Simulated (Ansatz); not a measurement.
MoOBr3, SMILES [O]=[Mo]([Br])([Br])[Br] (connectivity only; charge and spin as stated), neutral, multiplicity 2. Atoms are numbered in the order given.

```xyz
5

Mo    -0.0668     0.5205     0.0000
O      0.1483     2.1628     0.0000
Br    -2.3225    -0.3546     0.0000
Br     1.2088    -0.3787    -1.8497
Br     1.2088    -0.3787     1.8497
```
Charge 0, spin multiplicity 2.

Coordinates come from a B3LYP-D3(BJ)/def2-SVP optimisation. The multiplicity is an assumed one; other spin states were not compared. The def2 effective core potentials stand for the cores of Mo; spin–orbit coupling is left out.

Two levels are set side by side: PBE-D3(BJ)/def2-SVP (Ansatz, a quantum-chemistry and plane-wave program) and B3LYP-D3(BJ)/def2-SVP (Ansatz). Each level has its own optimised geometry; the coordinates shown are those of the second. Differences are taken from unrounded values.

```csv
quantity,B3LYP-D3(BJ),PBE-D3(BJ),PBE-D3(BJ) minus B3LYP-D3(BJ)
mean bond length (Å),2.229,2.230,0.001
bond Mo1–O2 (Å),1.656,1.670,0.014
bond Mo1–Br3 (Å),2.420,2.417,-0.002
bond Mo1–Br4 (Å),2.420,2.416,-0.004
bond Mo1–Br5 (Å),2.420,2.416,-0.004
```

Here PBE gives about what the other level gives.
